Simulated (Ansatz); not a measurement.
Reaction (silylene formation by 1,1-elimination): `[SiH3]N[SiH2][SiH2]Cl` → `[SiH3]N[SiH3]` + `[SiH]Cl`

Isolated molecules relaxed with PBE0-D4/def2-TZVP in Ansatz; ΔE leaves out vibrations. CCSD(T)/CBS is the MP2 limit (def2-TZVPP, def2-QZVPP) plus CCSD(T) − MP2 in def2-TZVPP, frozen cores. This one scheme is used for every species. Functionals use def2-TZVPP. One conformer a species, not always the lowest.

```json
{"level": "PBE-D4", "ΔE (kJ/mol)": "199.3", "difference from CCSD(T)/CBS": "7.7"}
{"level": "B97M-V", "ΔE (kJ/mol)": "191.3", "difference from CCSD(T)/CBS": "-0.3"}
{"level": "BHLYP-D4", "ΔE (kJ/mol)": "197.9", "difference from CCSD(T)/CBS": "6.3"}
{"level": "CAM-B3LYP-D4", "ΔE (kJ/mol)": "191.4", "difference from CCSD(T)/CBS": "-0.2"}
{"level": "r2SCAN", "ΔE (kJ/mol)": "205.9", "difference from CCSD(T)/CBS": "14.3"}
{"level": "PBE0", "ΔE (kJ/mol)": "196.4", "difference from CCSD(T)/CBS": "4.8"}
{"level": "CCSD/def2-SVP", "ΔE (kJ/mol)": "171.9", "difference from CCSD(T)/CBS": "-19.7"}
{"level": "MP2/def2-TZVPP", "ΔE (kJ/mol)": "197.8", "difference from CCSD(T)/CBS": "6.2"}
{"level": "SCS-MP2/def2-QZVPP", "ΔE (kJ/mol)": "189.4", "difference from CCSD(T)/CBS": "-2.2"}
{"level": "CCSD/CBS(def2)", "ΔE (kJ/mol)": "187.7", "difference from CCSD(T)/CBS": "-3.9"}
{"level": "CCSD(T)/CBS", "ΔE (kJ/mol)": "191.6", "difference from CCSD(T)/CBS": "0"}
```

Q: What do rigid-rotor, harmonic-oscillator terms from PBE0-D4/def2-TZVP frequencies (298.15 K, 1 bar) make of the CCSD(T)/CBS value? (Estimate.)

A: Computed: ΔZPE = -10.5 kJ/mol, ΔH = +183.5 kJ/mol, ΔS = 176 J/(mol·K), ΔG = +131.0 kJ/mol. Modes under 50 cm⁻¹ make the entropy rough.

Largest T1 diagnostic among the species: 0.013.

From PBE to PBE0 (25 % exact exchange), in def2-TZVPP and without D4, ΔE moves by +11.3 kJ/mol. The D4 term adds +22.9 kJ/mol with B3LYP and +13.0 kJ/mol with PBE0; it sums over pairs of atoms, weighted by their polarisabilities, and B3LYP, whose exchange is more repulsive, gets the larger term. In def2-TZVPP, CCSD(T) changes the Hartree–Fock value by +20.0 kJ/mol (the triples alone add +3.9 kJ/mol) and MP2 by +33.3 kJ/mol.

B3LYP here is the variant with VWN-RPA as its local correlation; programs differ in this.
